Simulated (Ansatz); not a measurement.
Ansatz (a program for electronic structure) input (BLYP/def2-TZVPD):

Ansatz 0.2 input:
```yaml
crystal:
  periodic: [false, false, false]
  atoms:
    - {symbol: Si, position_ang: [0.09545344, -0.03361010, 0.41868837]}
    - {symbol: C, position_ang: [1.65925391, -0.34210545, -0.58959849]}
    - {symbol: C, position_ang: [-1.21685155, -1.31791835, -0.01223117]}
    - {symbol: C, position_ang: [-0.56120925, 1.70185687, 0.08070580]}
    - {symbol: H, position_ang: [2.43683958, 0.38574861, -0.35158225]}
    - {symbol: H, position_ang: [2.06230117, -1.33931062, -0.40467288]}
    - {symbol: H, position_ang: [1.44043222, -0.26164366, -1.66029999]}
    - {symbol: H, position_ang: [-0.86156156, -2.33132673, 0.18228153]}
    - {symbol: H, position_ang: [-1.47620752, -1.25120914, -1.07479556]}
    - {symbol: H, position_ang: [-2.13001043, -1.16370470, 0.56519566]}
    - {symbol: H, position_ang: [-0.81132495, 1.81112516, -0.98054879]}
    - {symbol: H, position_ang: [-1.46348129, 1.90621339, 0.65967583]}
    - {symbol: H, position_ang: [0.17950598, 2.46365059, 0.32985233]}
basis:
  gaussian:
    orbitals: def2-TZVPD
hamiltonian:
  xc: {name: BLYP}
magnetization: {spin_polarized: true, initial_magnetization: 1}
output: {forces: true}
```

Output:

```
Functional definition: BLYP
integrals: 0.15 GiB planned
1256 factors; their error is unknown
0.35 GiB of the device are held for the grids
1.22 GiB of device memory are held for the factors and their scratch space
mean field: 1.39 GiB planned
mean field evaluation 1: about -11108.9676 eV, gradient 7.5e1 eV
mean field evaluation 2: about -11069.0564 eV, gradient 1.0e2 eV
mean field evaluation 4: about -11134.1316 eV, gradient 5.9e0 eV
mean field evaluation 8: about -11134.3350 eV, gradient 7.8e-2 eV
mean field evaluation 16: about -11134.2867 eV, gradient 1.5e-4 eV
mean field -11134.28673495 eV, -409.1774904189 hartree, gradient 1.6e-5 eV, S^2 0.751399; 0 other end points of the search recorded, 0 dependent functions left out
the calculation of the forces begins
reference -11134.28713981 eV, -409.1775052970 hartree; 21, 20 occupied and 214, 215 virtual orbitals, 1256 factors
Total energy: -11134.28713981 eV, -409.1775052970 hartree
Atom 0 at     0.095453    -0.033610     0.418688 Å, force     0.042946    -0.015195     0.188599 eV/Å
Atom 1 at     1.659254    -0.342105    -0.589598 Å, force     0.027491    -0.006970     0.031431 eV/Å
Atom 2 at    -1.216852    -1.317918    -0.012231 Å, force    -0.004988    -0.017841     0.037880 eV/Å
Atom 3 at    -0.561209     1.701857     0.080706 Å, force     0.002298     0.016221     0.039036 eV/Å
Atom 4 at     2.436840     0.385749    -0.351582 Å, force     0.167201     0.133530     0.037428 eV/Å
Atom 5 at     2.062301    -1.339311    -0.404673 Å, force     0.096377    -0.192733     0.027413 eV/Å
Atom 6 at     1.440432    -0.261644    -1.660300 Å, force    -0.026301     0.012756    -0.227465 eV/Å
Atom 7 at    -0.861562    -2.331327     0.182282 Å, force     0.052209    -0.207733     0.036307 eV/Å
Atom 8 at    -1.476208    -1.251209    -1.074796 Å, force    -0.067299    -0.001217    -0.219224 eV/Å
Atom 9 at    -2.130010    -1.163705     0.565196 Å, force    -0.187639     0.013050     0.108711 eV/Å
Atom 10 at    -0.811325     1.811125    -0.980549 Å, force    -0.057896     0.041839    -0.217927 eV/Å
Atom 11 at    -1.463481     1.906213     0.659676 Å, force    -0.177565     0.059434     0.110109 eV/Å
Atom 12 at     0.179506     2.463651     0.329852 Å, force     0.133167     0.164858     0.047702 eV/Å
Dipole moment:    -0.030589     0.010773    -0.134178 e Å
```

It need not be the lowest isomer of its formula.
